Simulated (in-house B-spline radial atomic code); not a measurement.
Multiplet parameters of the 3d7 shell in Cu4+ ([Ar] 3d7). Computed with a B-spline radial code for spherical atoms: non-relativistic Hartree-Fock, average of configuration, point nucleus.

Slater integrals: F^2 = 120203 cm⁻¹, F^4 = 75432 cm⁻¹. Central-field spin-orbit parameter ζ(3d) = 1120 cm⁻¹ (bare central field on non-relativistic orbitals, without two-electron terms: too large for light atoms, too small for heavy ones).

(1) What are Racah's B and C?

(2) Where do the terms lie in LS coupling, without spin-orbit interaction?

(3) How far can these numbers be trusted?

Answers

(1) B = F^2/49 - 5F^4/441 = 1598 cm⁻¹, C = 35F^4/441 = 5987 cm⁻¹, C/B = 3.75.

(2) In cm⁻¹ above the Hund's-rule term (some of the terms):
| term | expression | energy |
| --- | --- | --- |
| 4F | 0B + 0C | 0 |
| 4P | 15B + 0C | 23968 |
| 2G | 4B + 3C | 24352 |
| 2H | 9B + 3C | 32341 |
| 2F | 24B + 3C | 56309 |

(3) Fits to spectra need these integrals scaled down, since correlation screens the repulsion. Here ζ is 0.70 times B, so LS coupling is a fair start, though levels of equal J in close terms still mix.
